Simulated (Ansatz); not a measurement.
Relaxation of ClGeH7OSi (11 atoms, charge 0, multiplicity 1), to a largest force component of 0.03 eV/Å in at most 50 steps.

Level of theory: RKS B3LYP/def2-SVP in Ansatz.

```xyz
11
Properties=species:S:1:pos:R:3:forces:R:3
Ge 0.444 0.230 -0.185 0.12 -0.03 -0.20
H -1.287 0.195 1.961 -1.51 -0.86 -0.30
Cl 1.890 0.214 -1.822 0.00 0.01 0.00
H -0.784 1.023 -0.643 0.00 0.00 0.00
H 0.202 -1.234 0.206 -0.01 0.00 0.00
O 1.201 1.099 1.162 0.22 0.07 -0.05
Si 2.744 1.535 1.640 0.00 0.00 -0.01
H 3.629 0.337 1.739 0.00 0.01 0.00
H 3.350 2.512 0.692 -0.01 0.00 0.00
H 2.613 2.164 2.982 0.00 0.00 0.00
H -0.704 0.565 2.163 1.19 0.82 0.55
```

Where does it end, and by what steps?

The forces met the threshold. The force dipped under the threshold on the way, but the program's further checks kept it going. After 18 steps the energy has fallen by 0.148 eV; H2 moved furthest, 1.29 Å.

```json
{"step": "0", "energy less start (eV)": "0.0000", "largest force component (eV/Å)": "1.511", "accepted": "yes"}
{"step": "1", "energy less start (eV)": "-0.0954", "largest force component (eV/Å)": "0.091", "accepted": "yes"}
{"step": "2", "energy less start (eV)": "-0.1256", "largest force component (eV/Å)": "0.047", "accepted": "yes"}
{"step": "3", "energy less start (eV)": "-0.1355", "largest force component (eV/Å)": "0.076", "accepted": "yes"}
{"step": "4", "energy less start (eV)": "-0.1382", "largest force component (eV/Å)": "0.024", "accepted": "yes"}
{"step": "5", "energy less start (eV)": "-0.1395", "largest force component (eV/Å)": "0.038", "accepted": "yes"}
{"step": "6", "energy less start (eV)": "-0.1396", "largest force component (eV/Å)": "0.296", "accepted": "yes"}
{"step": "7", "energy less start (eV)": "-0.1414", "largest force component (eV/Å)": "0.074", "accepted": "yes"}
{"step": "8", "energy less start (eV)": "-0.1426", "largest force component (eV/Å)": "0.018", "accepted": "yes"}
{"step": "9", "energy less start (eV)": "-0.1427", "largest force component (eV/Å)": "0.248", "accepted": "yes"}
{"step": "10", "energy less start (eV)": "-0.1447", "largest force component (eV/Å)": "0.214", "accepted": "yes"}
{"step": "11", "energy less start (eV)": "-0.1459", "largest force component (eV/Å)": "0.059", "accepted": "yes"}
{"step": "12", "energy less start (eV)": "-0.1464", "largest force component (eV/Å)": "0.024", "accepted": "yes"}
{"step": "13", "energy less start (eV)": "-0.1471", "largest force component (eV/Å)": "0.039", "accepted": "yes"}
{"step": "14", "energy less start (eV)": "-0.1464", "largest force component (eV/Å)": "0.237", "accepted": "no"}
{"step": "15", "energy less start (eV)": "-0.1477", "largest force component (eV/Å)": "0.056", "accepted": "yes"}
{"step": "16", "energy less start (eV)": "-0.1477", "largest force component (eV/Å)": "0.100", "accepted": "yes"}
{"step": "17", "energy less start (eV)": "-0.1479", "largest force component (eV/Å)": "0.045", "accepted": "yes"}
{"step": "18", "energy less start (eV)": "-0.1480", "largest force component (eV/Å)": "0.017", "accepted": "yes"}
```

```xyz
11
Properties=species:S:1:pos:R:3
Ge 0.647 0.113 -0.580
H -1.413 0.716 3.139
Cl 2.276 0.272 -2.021
H -0.551 0.916 -1.103
H 0.386 -1.379 -0.330
O 1.182 0.856 0.936
Si 2.586 1.453 1.623
H 3.653 0.412 1.646
H 3.083 2.643 0.875
H 2.248 1.849 3.017
H -0.800 0.789 2.693
```

Whether the end is a true minimum wasn't checked by a vibrational analysis.

The run took 42 s on 4 threads of Arm Neoverse V1, on a shared host, peak memory 0.3 GiB.
